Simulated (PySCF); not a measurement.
SiOCl2, SMILES O=[Si](Cl)Cl.

Coordinates come from a PBE-D3(BJ)/def2-SVP optimisation.

Two levels are set side by side: PBE/def2-TZVPD (PySCF) and r2SCAN/def2-TZVPD (PySCF). Same geometry, gas phase. Differences are taken from unrounded values.

```csv
quantity,r2SCAN,PBE,PBE minus r2SCAN
orbital gap (eV),4.75,4.14,-0.61
highest occupied level (eV),-7.71,-7.41,0.30
lowest empty level (eV),-2.96,-3.27,-0.31
dipole moment (D),3.02,2.91,-0.12
mean polarisability (bohr³),55.9,58.0,2.1
```

Rough cost on one machine, each run with all the roots and properties that it gave: r2SCAN against PBE about 4 times.
